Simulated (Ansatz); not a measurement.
`[CH3][V](=[NH])([F])[Cl]` at its PBE0-D4/def2-TZVP geometry, where that method's forces vanish. Total charge 0; spin multiplicity 1.

| atom | x (Å) | y (Å) | z (Å) |
| --- | --- | --- | --- |
| C1 | 0.621 | 0.200 | 1.075 |
| V2 | -0.034 | -0.373 | -0.719 |
| N3 | -1.505 | 0.247 | -0.740 |
| F4 | -0.069 | -2.103 | -0.714 |
| Cl5 | 1.215 | 0.585 | -2.192 |
| H6 | 0.604 | 1.288 | 1.145 |
| H7 | 1.643 | -0.184 | 1.152 |
| H8 | -0.020 | -0.237 | 1.842 |
| H9 | -2.455 | 0.576 | -0.850 |

Task: For each bond, give half the difference of the two atoms' forces along it (eV/Å; positive pushes the atoms apart) under PBE-D4, r2SCAN-D4, B3LYP-D4, ωB97M-V in def2-TZVPP. (Estimate.)

Result: Ansatz gave: 
```tsv
bond	length (Å)	PBE-D4	r2SCAN-D4	B3LYP-D4	ωB97M-V
C1–V2	1.994	-0.10	-0.05	0.11	0.03
C1–H6	1.090	0.10	-0.02	-0.08	-0.06
C1–H7	1.095	0.07	-0.05	-0.08	-0.06
C1–H8	1.091	0.10	-0.02	-0.08	-0.07
V2–N3	1.597	1.04	0.79	0.54	-0.21
V2–F4	1.731	0.25	0.06	0.23	0.19
V2–Cl5	2.155	-0.13	-0.06	0.05	0.11
N3–H9	1.012	-0.34	-0.40	-0.36	0.04
```

B3LYP here is the variant with VWN-RPA as its local correlation; programs differ in this.
